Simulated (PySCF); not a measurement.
Au (gold, neutral) across methods

[Xe] 4f14 5d9 6s2, 2D determinant (an excited configuration). Computed with PySCF 2.14 in def2-TZVPPD with the def2 core potential (60 electrons), with a scalar-relativistic core potential.

```
 method  E (hartree)  mean ε 5d β (eV)  mean ε 6s α (eV)  mean ε 6s β (eV)  Σ⟨r²⟩ (bohr²)   ⟨S²⟩
   PBE0    -135.6342           -10.388            -7.478            -7.171          53.95  0.751
   MN15    -135.4219           -11.086            -8.467            -8.178          54.16  0.751
    LDA    -135.4380            -8.831            -7.023            -6.784          54.03  0.751
    UHF   -134.72488           -14.655            -8.876            -8.392          55.06  0.754
    PBE    -135.6809            -8.699            -6.715            -6.453          54.06  0.751
wB97X-V    -135.5986           -12.836            -9.437            -9.190          54.01  0.751
r2SCANh    -135.6731            -9.648            -7.238            -6.947          53.68  0.752
 r2SCAN    -135.6968            -9.005            -6.934            -6.659          53.66  0.752
```

Q: Estimate the same row for TPSS.

A: E (hartree) = -135.6107; mean ε 5d β (eV) = -8.709; mean ε 6s α (eV) = -6.670; mean ε 6s β (eV) = -6.390; Σ⟨r²⟩ (bohr²) = 53.95; ⟨S²⟩ = 0.751.

Energies and moments cover only the electrons outside the core potential. Spin-orbit coupling, absent here, splits the open shell strongly.
